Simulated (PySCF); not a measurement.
**[Al3O]+: from structure and modes to constants**

All numbers come from PBE0/[O def2-TZVP, Al def2-TZVP], no relativity, density fitting, PySCF.

The singlet minimum has D3h symmetry. Masses (u): O 15.99492, Al 26.98154.

```xyz
4
charge 1 multiplicity 1, angstrom
O     0.0000    0.0000    0.0000
Al    1.8801    0.0000    0.0000
Al   -0.9400    1.6282    0.0000
Al   -0.9401   -1.6282    0.0000
```

Harmonic wavenumbers (cm⁻¹): 125.8 (e', ×2), 197.2 (a2'', ×1), 367.1 (a1', ×1), 475.8 (e', ×2).

Q: Find the principal moments of inertia and the rotational constants. What kind of rotor is it?

A: About the centre of mass I = 143.06, 143.06, 286.11 u Å². With B = 16.8576/I this gives 0.1178, 0.1178, 0.05892 cm⁻¹. The molecule is an oblate symmetric top.

Q: Find the vibrational entropy and heat capacity at 298.15 K.

A: With u = 1.43878 ω/T, each mode gives S = R[u/(eᵘ−1) − ln(1−e⁻ᵘ)] and C = R u² eᵘ/(eᵘ−1)².
```json
{"ω (cm⁻¹)": "125.8 (×2)", "u": "0.607", "S (J/(mol K))": "12.59", "C (J/(mol K))": "8.06"}
{"ω (cm⁻¹)": "197.2", "u": "0.952", "S (J/(mol K))": "9.03", "C (J/(mol K))": "7.71"}
{"ω (cm⁻¹)": "367.1", "u": "1.771", "S (J/(mol K))": "4.57", "C (J/(mol K))": "6.44"}
{"ω (cm⁻¹)": "475.8 (×2)", "u": "2.296", "S (J/(mol K))": "3.02", "C (J/(mol K))": "5.45"}
```
The sums over all modes are S = 44.8 and C = 41.2 J/(mol K); the softest mode gives 28 % of the entropy (each member, where degenerate).

Q: Give the standard entropy (298.15 K, 1 bar) by its translational, rotational, vibrational and spin parts, and Cp.

A: Sackur–Tetrode with M = 96.94 u gives 165.9; rotation with symmetry number 6 gives 98.4; vibration 44.8; spin R ln 1 = 0.0. The total is 309.1 J/(mol K), and Cp = 4 R + 41.2 = 74.5 J/(mol K).

This need not be the most stable arrangement of these atoms.
